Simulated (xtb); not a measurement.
silicon atom (Si), triplet; GFN0-xTB in xtb.

The xtb input:
```
$ xtb mol.xyz --gfn 0 --uhf 2 --acc 0.1 --json

# file mol.xyz
1

Si     0.00000000     0.00000000     0.00000000
```

Problem. What does xtb print? Leave out banner, timings and long lists.

Solution. 
```
   ID    Z sym.   atoms
    1   14 Si     1

           -------------------------------------------------
          |                Calculation Setup                |
           -------------------------------------------------

           -------------------------------------------------
          |                 G F N 0 - x T B                 |
           -------------------------------------------------

          ...................................................
          :                      SETUP                      :
          :.................................................:
          :  # basis functions                  10          :
          :  # atomic orbitals                   9          :
          :  # shells                            3          :
          :  # electrons                         4          :
          :  electronic temp.          300.0000000     K    :
          :  accuracy                    0.1000000          :
          :  -> integral cutoff          0.3500000E+02      :
          :  -> integral neglect         0.1000000E-08      :
          ...................................................

         :::::::::::::::::::::::::::::::::::::::::::::::::::::
         ::                     SUMMARY                     ::
         :::::::::::::::::::::::::::::::::::::::::::::::::::::
         :: total energy              -1.648595165637 Eh    ::
         :: gradient norm              0.000000000000 Eh/a0 ::
         :: HOMO-LUMO gap              0.000000000000 eV    ::
         ::.................................................::
         :: H0 energy                 -1.648595165637 Eh    ::
         :: repulsion energy           0.000000000000 Eh    ::
         :: electrostat energy         0.000000000000 Eh    ::
         :: -> Gsolv                   0.000000000000 Eh    ::
         ::    -> Gsasa                0.000000000000 Eh    ::
         ::    -> Gshift               0.000000000000 Eh    ::
         :: dispersion energy          0.000000000000 Eh    ::
         :: short-range corr.          0.000000000000 Eh    ::
         :: add. restraining           0.000000000000 Eh    ::
         :: total charge               0.000000000000 e     ::
         :::::::::::::::::::::::::::::::::::::::::::::::::::::

           -------------------------------------------------
          |                Property Printout                |
           -------------------------------------------------

    * Orbital Energies and Occupations

         #    Occupation            Energy/Eh            Energy/eV
      -------------------------------------------------------------
         1        2.0000           -0.5192887             -14.1306
         2        0.6667           -0.3041018              -8.2750
         3        0.6667           -0.3041018              -8.2750 (HOMO)
         4        0.6667           -0.3041018              -8.2750 (LUMO)
         5                         -0.1144409              -3.1141
         6                         -0.1144409              -3.1141
         7                         -0.1144409              -3.1141
         8                         -0.1144409              -3.1141
         9                         -0.1144409              -3.1141
      -------------------------------------------------------------
                  HL-Gap            0.0000000 Eh            0.0000 eV
             Fermi-level            0.0000000 Eh            0.0000 eV

     #   Z          covCN         q      C6AA      α(0)
     1  14 Si       0.000     0.000   321.303    38.939

 Mol. C6AA /au·bohr⁶  :        321.302930
 Mol. C8AA /au·bohr⁸  :      22981.720649
 Mol. α(0) /au        :         38.938581

Wiberg/Mayer (AO) data.
largest (>0.10) Wiberg bond orders for each atom

 ---------------------------------------------------------------------------
     #   Z sym  total        # sym  WBO       # sym  WBO       # sym  WBO
 ---------------------------------------------------------------------------
     1  14 Si   0.000
 ---------------------------------------------------------------------------

 dipole moment from electron density (au)
     X       Y       Z
   0.0000   0.0000   0.0000  total (Debye):    0.000

           -------------------------------------------------
          | TOTAL ENERGY               -1.648595165637 Eh   |
          | GRADIENT NORM               0.000000000000 Eh/α |
          | HOMO-LUMO GAP               0.000000000000 eV   |
           -------------------------------------------------

normal termination of xtb
```
